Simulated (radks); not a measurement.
The numbers below are computed, except where a source is named.
Valence configurations of K I (all share [Ar]). Level of theory: non-relativistic Kohn-Sham, LDA (Slater exchange, Perdew-Wang correlation), spin-polarised, spherical densities, point nucleus; open shells are filled with parallel spins first (a radial shooting solver on a logarithmic mesh with Libxc functionals). Energies are relative to 4s1; eigenvalues in eV for spin up.

valence,E (eV),moment (Bohr magnetons),e(3d),e(4p),e(4s)
4s1,0.000,1,-,-,-2.616
4s0.5 4p0.5,0.821,1,-,-1.287,-2.937
3d0.5 4s0.5,1.291,1,-0.452,-,-3.024
4p1,1.652,1,-,-1.535,-
3d1,2.566,1,-0.677,-,-

NIST lists [Ar] 4s1 as the ground configuration; this level of theory agrees among the configurations tried. The energies are those of spherical high-spin densities, not of single terms.
